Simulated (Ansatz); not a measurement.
`F[SiH2]B[SiH3]` + `C[SeH]` → `C[Se]B[SiH3]` + `F[SiH3]` at 600 K and 1 bar (cleavage of the B–Si bond).

Calculated with Ansatz (gas phase, PBE0-D4/def2-TZVP geometries, no zero-point term in ΔE). CBS: MP2 limit from def2 TZ/QZ plus the TZ coupled-cluster correction, frozen cores. This one scheme is used for every species. For Se outer-core shells are correlated without core-valence functions, which leaves a few kJ/mol of doubt a bond. Scalar relativity is left out up to krypton. Each species was taken in one conformer, which may not be the lowest.

| species | CCSD(T)/CBS energy (Eh) | H − E (kJ/mol) | S (J/(mol·K)) |
| --- | --- | --- | --- |
| `F[SiH2]B[SiH3]` | -706.36214 | 210.8 | 452.5 |
| `C[SeH]` | -2441.15625 | 149.5 | 312.9 |
| `C[Se]B[SiH3]` | -2756.84434 | 261.5 | 460.0 |
| `F[SiH3]` | -390.72345 | 101.0 | 280.0 |

H − E and S are ideal-gas, rigid-rotor, harmonic terms from PBE0-D4/def2-TZVP, for one conformer and one mirror image of each species. 1 Eh = 2625.50 kJ/mol, R = 8.31446 J/(mol·K).

**Question.** By hand: ΔE, ΔH, ΔS and ΔG.

**Answer.** ΔE = (-2756.84434) + (-390.72345) − (-706.36214) − (-2441.15625) = -0.04940 Eh = -129.7 kJ/mol. Δ(H − E) = 261.5 + 101.0 − 210.8 − 149.5 = 2.2, so ΔH = -127.5 kJ/mol. ΔS = 460.0 + 280.0 − 452.5 − 312.9 = -25.4 J/(mol·K). ΔG = -127.5 − 600 × (-25.4)/1000 = -112.3 kJ/mol.

**Question.** By hand: the equilibrium constant, and the temperature at which ΔG would vanish if ΔH and ΔS stayed fixed.

**Answer.** log₁₀ K = −ΔG/(RT ln 10) = 9.8. ΔG = 0 at ΔH/ΔS = 5020 K, far beyond where these terms or the molecules hold.

ΔH outweighs TΔS. A doubt of 5 kJ/mol in ΔE shifts log₁₀ K by 0.4 here. Other conformers and mirror images would add mixing entropy, several J/(mol·K) or more a flexible species. Modes under 60 cm⁻¹, often nearly free rotors, make the harmonic entropy too high. These are equilibria of isolated gas molecules and say nothing of rates. Largest T1 diagnostic: 0.014 (customary marks: 0.02 for closed shells, 0.045 for open ones).
